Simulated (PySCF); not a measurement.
Sn(H)(Et)(Vi)2, C6H12Sn, SMILES C=[CH][SnH]([CH]=C)[CH2]C, GFN2-xTB optimised geometry.

```
19

Sn    -0.97     0.70     0.00
C      1.20     0.70     0.00
C      1.94    -0.19    -0.64
C     -1.69    -0.23    -1.81
C     -2.57    -1.22    -1.86
C     -1.77    -0.29     1.80
C     -1.19    -1.67     2.02
H     -1.45     2.33     0.00
H      1.68     1.46     0.59
H      1.51    -0.97    -1.24
H      3.02    -0.16    -0.60
H     -1.28     0.15    -2.74
H     -2.89    -1.65    -2.80
H     -3.02    -1.64    -0.97
H     -1.57     0.34     2.66
H     -2.86    -0.35     1.69
H     -0.11    -1.62     2.15
H     -1.40    -2.33     1.18
H     -1.62    -2.12     2.91
```

Density from PBE0/def2-SVP, def2 effective core potentials past Kr run with PySCF at that geometry. The core electrons that the potentials of Sn replace are not part of the density.

Minimum of the electron density along straight lines between bonded atoms, close to the bond critical point (lines longer than 1.1 times the sum of covalent radii, or with two minima, are not listed):

| bond | length / Å | ρ at the minimum / e bohr⁻³ | ∇²ρ there / e bohr⁻⁵ | position (fraction from the first atom) |
|---|---|---|---|---|
| Sn1–C2 | 2.164 | 0.098 | 0.16 | 0.50 |
| C2–C3 | 1.319 | 0.346 | -0.93 | 0.50 |
| Sn1–C4 | 2.163 | 0.099 | 0.16 | 0.50 |
| C4–C5 | 1.319 | 0.346 | -0.93 | 0.50 |
| Sn1–C6 | 2.207 | 0.094 | 0.12 | 0.50 |
| C6–C7 | 1.515 | 0.244 | -0.55 | 0.50 |
| Sn1–H8 | 1.706 | 0.109 | 0.14 | 0.62 |
| C2–H9 | 1.081 | 0.280 | -1.04 | 0.63 |
| C3–H10 | 1.078 | 0.284 | -1.09 | 0.63 |
| C3–H11 | 1.081 | 0.281 | -1.07 | 0.63 |
| C4–H12 | 1.081 | 0.280 | -1.05 | 0.63 |
| C5–H13 | 1.081 | 0.281 | -1.07 | 0.63 |
| C5–H14 | 1.078 | 0.284 | -1.09 | 0.63 |
| C6–H16 | 1.088 | 0.274 | -0.98 | 0.62 |
| C7–H17 | 1.088 | 0.277 | -1.01 | 0.62 |
| C7–H18 | 1.088 | 0.277 | -1.01 | 0.62 |
| C7–H19 | 1.089 | 0.275 | -1.00 | 0.62 |
